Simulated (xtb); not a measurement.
SiClFI2, SMILES F[Si](Cl)(I)I. All values are semi-empirical tight-binding results from xtb (GFN2-xTB unless named), good for trends rather than for accurate numbers. Geometry optimised at GFN2-xTB.

### Question
Estimate the properties. (An estimate is asked for; the answer gives what the named calculation found.)

### Answer

```json
{
  "point_group_as_xtb_finds_it": "Cs",
  "orbital_gap": "5.24 eV",
  "zero_point_energy": "4.1 kcal/mol",
  "G − E(el) at 298.15 K (modified RRHO)": "-18.4 kcal/mol",
  "static polarisability (D4 model)": "110.3 bohr³",
  "solvation energy, GFN2-xTB/ALPB(water)": "-1.4 kcal/mol",
  "solvation energy, GFN2-xTB/ALPB(toluene)": "-5.9 kcal/mol"
}
```
